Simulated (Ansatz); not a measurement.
Consider the ligand exchange at the Si–O bond: `[SiH3][O][SnH3]` + `O[AsH2]` → `O[AsH][SiH3]` + `[OH][SnH3]`.

Calculated with Ansatz (gas phase, PBE0-D4/def2-TZVP geometries, no zero-point term in ΔE). CBS: MP2 limit from def2 TZ/QZ plus the TZ coupled-cluster correction, frozen cores. Functionals use def2-TZVPP. HSE06 is defined as in plane-wave codes. Elements past krypton have def2 core potentials. For As, Sn outer-core shells are correlated without core-valence functions, which leaves a few kJ/mol of doubt a bond. Scalar relativity is left out up to krypton. Each species was taken in one conformer, which may not be the lowest.

`[SiH3][O][SnH3]`:

Cartesian coordinates in Å:
```
Si -1.615 0.254 0.006
O -0.138 0.202 -0.675
Sn 1.684 -0.241 -0.095
H -2.019 -1.081 0.534
H -2.603 0.683 -1.017
H -1.655 1.216 1.146
H 2.618 -0.025 -1.497
H 1.647 -1.857 0.446
H 2.080 0.851 1.152
```

`O[AsH2]`:

Cartesian coordinates in Å:
```
O -0.859 0.534 0.461
As 0.720 0.007 -0.230
H -0.766 1.447 0.741
H 0.772 -1.332 0.502
H 0.133 -0.656 -1.474
```

`O[AsH][SiH3]`:

```xyz
8

O    -1.681    0.214    0.946
As   -0.093   -0.638    1.148
Si    0.731   -0.028   -0.992
H    -2.350   -0.306    1.398
H     0.651    0.524    1.812
H     2.198   -0.280   -1.001
H     0.461    1.401   -1.292
H     0.083   -0.886   -2.017
```

`[OH][SnH3]`:

```xyz
6

O    -1.121    0.122   -0.992
Sn    0.445    0.077    0.203
H    -1.848   -0.423   -0.684
H     0.998   -1.537    0.311
H    -0.028    0.661    1.738
H     1.554    1.100   -0.577
```

| level | ΔE (kJ/mol) | difference from CCSD(T)/CBS |
| --- | --- | --- |
| LDA (SPW92) | 62.6 | -20.6 |
| B97M-V | 85.1 | 1.9 |
| ωB97X-V | 82.6 | -0.6 |
| PBE-QIDH | 80.2 | -3.0 |
| BLYP | 74.6 | -8.6 |
| PBE0 | 68.4 | -14.8 |
| r2SCANh | 78.2 | -5.0 |
| HSE06 | 68.1 | -15.1 |
| MP2/def2-QZVPP | 86.9 | 3.7 |
| HF/CBS(def2) | 111.7 | 28.5 |
| CCSD(T)/CBS | 83.2 | 0 |

Largest T1 diagnostic among the species: 0.014.

Leaving LDA and LC-ωPBE aside and taking each functional with its dispersion term where it has one, the values, not all of them listed here, spread over 33.3 kJ/mol, from revPBE-D4 to BHLYP-D4. LDA lies +3.1 kJ/mol from PBE without D4. From r2SCAN to r2SCAN0 (25 % exact exchange), in def2-TZVPP and without D4, ΔE moves by +3.6 kJ/mol.
